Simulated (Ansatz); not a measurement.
# Worked example: CHBr2F + C2H2N → CHBr2 + C2H2FN

Species: CHBr2F (dibromofluoromethane) `FC(Br)Br`, singlet; C2H2N `[CH2]C#N`, doublet; CHBr2 `Br[CH]Br`, doublet; C2H2FN (fluoroacetonitrile) `N#CCF`, singlet. A radical takes F: the energy is the difference in strength between two C–F bonds in different surroundings.

Shapes, held fixed at every level: PBE0-D4/def2-TZVP. Programs: Ansatz 0.2.0. The zero-point and thermal change to 298 K, harmonic and unscaled (PBE0-D4/def2-TZVP), is +4.2 kJ/mol.

At B2PLYP/def2-TZVPP; 1 Eh = 2625.50 kJ/mol:

| species | energy (Eh) |
| --- | --- |
| CHBr2F | -5286.054468 |
| C2H2N | -132.036636 |
| CHBr2 | -5186.165869 |
| C2H2FN | -231.914263 |

**Question.** Work out ΔH(298 K) of the reaction at this level.

**Answer.** 
1. Products less reactants: (-5186.165869) + (-231.914263) − [(-5286.054468) + (-132.036636)] = 0.010972 Eh = +28.8 kJ/mol.
2. With the thermal change: +28.8 + (+4.2) = +33.0 kJ/mol.

Other levels give +34.8 (wB97X-V/def2-TZVPP) to +43.7 kJ/mol (SPW92/def2-TZVPP). No measured value is set beside it here. Spin contamination: C2H2N (⟨S²⟩ up to 0.93). Open shells run unrestricted unless RO is named. Relativity is left out for Br unless named. Correlated rows may include outer-core shells of Br, which these sets cover unevenly.
